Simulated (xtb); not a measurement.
CH3Si, doublet, from a rough starting geometry; GFN2-xTB (xtb).

The xtb input:
```
$ xtb mol.xyz --gfn 2 --uhf 1 --opt vtight --json

# file mol.xyz
5

C     -0.12925348     0.02746349     0.04015517
Si     1.78196435     0.04766088     0.04606674
H     -0.56524966    -0.54724451    -0.71807121
H     -0.51067005     1.01971866    -0.09923456
H     -0.59239850    -0.38936402     0.94960327
```

The log (banner, timings and long lists left out):

```
   ID    Z sym.   atoms
    1    6 C      1
    2   14 Si     2
    3    1 H      3-5

           -------------------------------------------------
          |                Calculation Setup                |
           -------------------------------------------------

           -------------------------------------------------
          |                 G F N 2 - x T B                 |
           -------------------------------------------------

          ...................................................
          :                      SETUP                      :
          :.................................................:
          :  # basis functions                  17          :
          :  # atomic orbitals                  16          :
          :  # shells                            8          :
          :  # electrons                        11          :
          :  max. iterations                   250          :
          :  Hamiltonian                  GFN2-xTB          :
          :  restarted?                      false          :
          :  GBSA solvation                  false          :
          :  PC potential                    false          :
          :  electronic temp.          300.0000000     K    :
          :  accuracy                    1.0000000          :
          :  -> integral cutoff          0.2500000E+02      :
          :  -> integral neglect         0.1000000E-07      :
          :  -> SCF convergence          0.1000000E-05 Eh   :
          :  -> wf. convergence          0.1000000E-03 e    :
          :  Broyden damping             0.4000000          :
          :  net charge                          0          :
          :  unpaired electrons                  1          :
          ...................................................

 iter      E             dE          RMSdq      gap      omega  full diag
   1     -5.3303391 -0.533034E+01  0.695E+00    0.01       0.0  T
   2     -5.3459528 -0.156137E-01  0.351E+00    0.03       1.0  T
   3     -5.3481465 -0.219363E-02  0.380E+00    0.05       1.0  T
   4     -5.3483963 -0.249826E-03  0.412E+00    0.07       1.0  T
   5     -5.3478864  0.509894E-03  0.290E+00    0.06       1.0  T
   6     -5.3478936 -0.723787E-05  0.188E+00    0.03       1.0  T
   7     -5.3478604  0.332720E-04  0.161E+00    0.03       1.0  T
   8     -5.3477414  0.118980E-03  0.680E-01    0.02       1.0  T
   9     -5.3477281  0.133144E-04  0.409E-01    0.00       1.0  T
  10     -5.3477185  0.954125E-05  0.671E-02    0.01       1.0  T
  11     -5.3477191 -0.550708E-06  0.617E-02    0.00       1.0  T
  12     -5.3477189  0.203802E-06  0.154E-02    0.00       2.9  T
  13     -5.3477189  0.718396E-08  0.445E-03    0.00      10.0  T
  14     -5.3477189  0.887827E-09  0.743E-04    0.00      60.2  T
  15     -5.3477189 -0.323000E-09  0.484E-04    0.00      92.3  T

   *** convergence criteria satisfied after 15 iterations ***

         :::::::::::::::::::::::::::::::::::::::::::::::::::::
         ::                     SUMMARY                     ::
         :::::::::::::::::::::::::::::::::::::::::::::::::::::
         :: total energy              -5.278224299022 Eh    ::
         :: gradient norm              0.046759733486 Eh/a0 ::
         :: HOMO-LUMO gap              0.004643552367 eV    ::
         ::.................................................::
         :: SCC energy                -5.347718826084 Eh    ::
         :: -> isotropic ES           -0.000481352661 Eh    ::
         :: -> anisotropic ES         -0.003136292455 Eh    ::
         :: -> anisotropic XC          0.001744029634 Eh    ::
         :: -> dispersion             -0.001773209596 Eh    ::
         :: repulsion energy           0.069494527062 Eh    ::
         :: add. restraining           0.000000000000 Eh    ::
         :: total charge               0.000000000000 e     ::
         :::::::::::::::::::::::::::::::::::::::::::::::::::::

[...]
 * total energy  :    -5.2782243 Eh     change        0.3803180E-11 Eh
 * total energy  :    -5.2809673 Eh     change       -0.2743030E-02 Eh
 * total energy  :    -5.2811081 Eh     change       -0.1408088E-03 Eh
 * total energy  :    -5.2811157 Eh     change       -0.7574840E-05 Eh
 * total energy  :    -5.2811164 Eh     change       -0.7068374E-06 Eh
 * total energy  :    -5.2811165 Eh     change       -0.1005849E-06 Eh
 * total energy  :    -5.2811165 Eh     change       -0.9983285E-09 Eh
   *** GEOMETRY OPTIMIZATION CONVERGED AFTER 7 ITERATIONS ***
         :: total energy              -5.281116521475 Eh    ::
[...]
         :: add. restraining           0.000000000000 Eh    ::
         :: total charge               0.000000000000 e     ::
         :::::::::::::::::::::::::::::::::::::::::::::::::::::

           -------------------------------------------------
          |                Property Printout                |
           -------------------------------------------------

    * Orbital Energies and Occupations

         #    Occupation            Energy/Eh            Energy/eV
      -------------------------------------------------------------
         1        2.0000           -0.6015712             -16.3696
         2        2.0000           -0.5103432             -13.8871
         3        2.0000           -0.4436449             -12.0722
         4        2.0000           -0.4436440             -12.0722
         5        2.0000           -0.3258090              -8.8657
         6        0.5000           -0.2194952              -5.9728 (HOMO)
         7        0.5000           -0.2194951              -5.9728 (LUMO)
         8                         -0.1202458              -3.2721
         9                         -0.0256950              -0.6992
        10                         -0.0256946              -0.6992
        11                          0.0079373               0.2160
        12                          0.0079384               0.2160
        13                          0.2228386               6.0637
        14                          0.2439099               6.6371
        15                          0.2439158               6.6373
        16                          0.3847375              10.4692
      -------------------------------------------------------------
                  HL-Gap            0.0000001 Eh            0.0000 eV
             Fermi-level           -0.2460736 Eh           -6.6960 eV

     #   Z          covCN         q      C6AA      α(0)
     1   6 C        3.640    -0.191    24.666     7.143
     2  14 Si       0.867     0.215   233.942    33.238
     3   1 H        0.924    -0.008     3.206     2.800
     4   1 H        0.924    -0.008     3.206     2.800
     5   1 H        0.924    -0.008     3.206     2.800

 Mol. C6AA /au·bohr⁶  :        637.818817
 Mol. C8AA /au·bohr⁸  :      29786.434909
 Mol. α(0) /au        :         48.781185

Wiberg/Mayer (AO) data.
largest (>0.10) Wiberg bond orders for each atom

 ---------------------------------------------------------------------------
     #   Z sym  total        # sym  WBO       # sym  WBO       # sym  WBO
 ---------------------------------------------------------------------------
     1   6 C    3.944 --     3 H    0.989     5 H    0.989     4 H    0.989
                             2 Si   0.978
     2  14 Si   0.997 --     1 C    0.978
     3   1 H    0.996 --     1 C    0.989
     4   1 H    0.996 --     1 C    0.989
     5   1 H    0.996 --     1 C    0.989
 ---------------------------------------------------------------------------

Topologies differ in total number of bonds
Writing topology from bond orders to xtbtopo.mol

molecular dipole:
                 x           y           z       tot (Debye)
 q only:        0.810      -0.004       0.005
   full:       -0.081       0.000      -0.001       0.206
molecular quadrupole (traceless):
                xx          xy          yy          xz          yz          zz
 q only:        2.475       0.054      -1.238       0.124      -0.000      -1.236
  q+dip:       -1.858       0.007       0.929      -0.028       0.000       0.929
   full:       -2.679       0.013       1.340      -0.035       0.000       1.340

optimized geometry written to: xtbopt.xyz

           -------------------------------------------------
          | TOTAL ENERGY               -5.281116521475 Eh   |
          | GRADIENT NORM               0.000006252517 Eh/α |
          | HOMO-LUMO GAP               0.000001991912 eV   |
           -------------------------------------------------

normal termination of xtb
```
